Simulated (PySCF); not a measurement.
Compound: C2H3BCl2O.
InChI=1S/C2H3BCl2O/c4-3(5)1-2-6/h2H,1H2

Method: EOM-IP-CCSD/aug-cc-pVDZ in PySCF, restricted Hartree–Fock reference, 14 core orbitals frozen, non-relativistic, gas phase, PBE0-D3(BJ)/def2-SVP geometry.

Hartree–Fock orbital energies give these Koopmans values (eV): HOMO 11.72, HOMO-1 12.78, HOMO-2 13.00, HOMO-3 13.16, HOMO-4 14.27, HOMO-5 14.47, HOMO-6 15.22, HOMO-7 16.33.

**Question.** What vertical ionisation energies does EOM-IP-CCSD give?

**Answer.** 
| leading hole (HF orbital) | Koopmans (eV) | EOM-IP-CCSD (eV) | change (eV) | one-hole share |
| --- | --- | --- | --- | --- |
| HOMO | 11.72 | 10.09 | -1.63 | 0.95 |
| HOMO-1 | 12.78 | 11.85 | -0.93 | 0.95 |
| HOMO-2 | 13.00 | 11.97 | -1.03 | 0.95 |
| HOMO-3 | 13.16 | 12.32 | -0.84 | 0.95 |
| HOMO-4 | 14.27 | 13.40 | -0.87 | 0.95 |
| HOMO-5 | 14.47 | 13.67 | -0.80 | 0.94 |
| HOMO-6 | 15.22 | 14.09 | -1.13 | 0.95 |
| HOMO-7 | 16.33 | 14.97 | -1.36 | 0.94 |

**Question.** Does the order of the lines follow the orbital energies?

**Answer.** Yes, no two lines change places. The corrections run from -1.63 to -0.80 eV, with a mean of -1.07 eV over the 8 lines; no line lies above its Koopmans value. Koopmans values leave out both the relaxation of the orbitals and the change in correlation energy.

**Question.** At what kinetic energies would He I light (21.22 eV) eject these electrons?

**Answer.** 11.13 eV (HOMO), 9.37 eV (HOMO-1), 9.25 eV (HOMO-2), 8.90 eV (HOMO-3), 7.82 eV (HOMO-4), 7.55 eV (HOMO-5), 7.13 eV (HOMO-6), 6.25 eV (HOMO-7).

**Question.** What total energy has the lowest final state, and which wavelength reaches it?

**Answer.** E(CCSD) + ionisation energy = -1097.03705 + 0.37082 = -1096.66623 Eh, at the geometry of the initial state. The threshold wavelength is 1239.84 eV nm/10.09 eV = 122.9 nm.

Lines less than 0.15 eV apart could change places at a higher level. One root was sought for each valence orbital with −ε under 21 eV, eight at most, so deeper holes and satellites are missing; no vibrational structure.

Shape of the structure used: `[O:1]=[CH:2][CH2:3][B:4]([Cl:5])[Cl:6]`: O1–C2–C3–B4 119°, C2–C3–B4–Cl5 44°.

One conformer stands for the species.
